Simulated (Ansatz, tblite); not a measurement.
Removing and adding an electron: (ClInS)4 cubane (In₄S₄Cl₄). Total charge 0; singlet. Geometry: r2SCAN-D4/def2-SVP. Ansatz, gas phase; energy differences of separate SCF runs; the oxidised species was run as a doublet alone; the reduced species was run as a doublet alone.

```xyz
12

In    0.743    1.635   -1.071
Cl    1.575    3.460   -2.263
S    -1.652    1.640   -0.162
In   -0.558    0.618    1.918
Cl   -1.185    1.310    4.056
S     1.859    0.875    1.107
In    1.481   -1.469    0.145
Cl    3.134   -3.108    0.303
S     0.623   -0.690   -2.140
In   -1.666   -0.784   -0.992
Cl   -3.524   -1.661   -2.097
S    -0.829   -1.825    1.195
```

In the def2 sets In takes a core potential; there is no spin–orbit coupling. The xTB rows come from tblite. Single mean-field runs in def2-TZVP are fitted with def2-universal-jkfit. HOMO above LUMO, or a gap near zero within one spin, warns that the state may not be the lowest or that an electron is smeared out.

Problem. Estimate orbital energies and vertical ionisation energies and electron affinities at: GFN1-xTB; GFN2-xTB; PBE-D4/def2-TZVP; revPBE-D4/def2-TZVP; PBE0-D4/def2-TZVP.

Solution. 
```csv
level,−HOMO (eV),vertical IE (eV),−LUMO (eV),vertical EA (eV),HOMO–LUMO gap (eV),IE − EA (eV),remarks
GFN1-xTB,11.29,13.08,7.83,6.19,3.46,6.88,–
GFN2-xTB,12.14,13.80,9.25,7.62,2.89,6.18,–
PBE-D4/def2-TZVP,7.52,9.42,3.93,2.23,3.59,7.19,gap within one spin near zero (+1 doublet)
revPBE-D4/def2-TZVP,7.46,9.37,3.80,2.12,3.66,7.25,gap within one spin near zero (+1 doublet)
PBE0-D4/def2-TZVP,8.67,10.00,3.19,2.02,5.48,7.98,–
```

   Raw xTB energy differences between charge states are shifted by several eV; the methods need an empirical correction for them. Sets without diffuse functions give affinities that are too small.
